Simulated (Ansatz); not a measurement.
The lowest singlet and triplet of C4H4 (SMILES C1=CC=C1); geometries from B3LYP-D3(BJ)/def2-TZVP, each state relaxed from the structure named, with no frequency check.
Singlet (charge 0, multiplicity 1):
```csv
atom,x (Å),y (Å),z (Å)
C,1.0215,-0.1397,0.0194
C,0.3074,0.9791,0.1012
C,-1.0215,0.1397,-0.0194
C,-0.3074,-0.9791,-0.1012
H,2.0744,-0.3774,0.0307
H,0.5391,2.0281,0.2065
H,-2.0744,0.3774,-0.0307
H,-0.5391,-2.0281,-0.2065
```

A positive gap puts the triplet lower; no zero-point energy. R- takes a restricted singlet. The triplet is unrestricted in single-reference levels. Active spaces average the two states.

Frozen-core correlation.

Codes used: Ansatz (Gaussian basis) for Hartree–Fock, density functionals and correlated methods. 

R-PBE/def2-TZVPP gives -30.87 kcal/mol for the gap E(singlet) − E(triplet), vertical, at the singlet's geometry.

Q: Predict the shift from PBE, with its sign, for: R-r2SCAN/def2-TZVPP, R-B3LYP/def2-TZVPP, R-wB97M-V/def2-TZVPP, R-B2PLYP/def2-TZVPP, R-MP2/cc-pVTZ, R-CCSD(T)/cc-pVTZ, SC-NEVPT2 on SA-CASSCF(4,4)/cc-pVTZ, FIC-MRCISD+Q on SA-CASSCF(4,4)/cc-pVTZ.

A: R-r2SCAN/def2-TZVPP 5.81; R-B3LYP/def2-TZVPP -0.85; R-wB97M-V/def2-TZVPP -6.46; R-B2PLYP/def2-TZVPP -2.46; R-MP2/cc-pVTZ -6.35; R-CCSD(T)/cc-pVTZ -7.74; SC-NEVPT2 on SA-CASSCF(4,4)/cc-pVTZ -6.40; FIC-MRCISD+Q on SA-CASSCF(4,4)/cc-pVTZ -9.78 kcal/mol. 1 of 8 lie above PBE; the widest gap is to FIC-MRCISD+Q on SA-CASSCF(4,4)/cc-pVTZ.

Doubts at one or more of the structures used: a restricted determinant that unrestricted orbitals would lower (R-r2SCAN/def2-TZVPP, R-B2PLYP/def2-TZVPP, R-MP2/cc-pVTZ, R-CCSD(T)/cc-pVTZ).

Ansatz is a program for electronic structure.
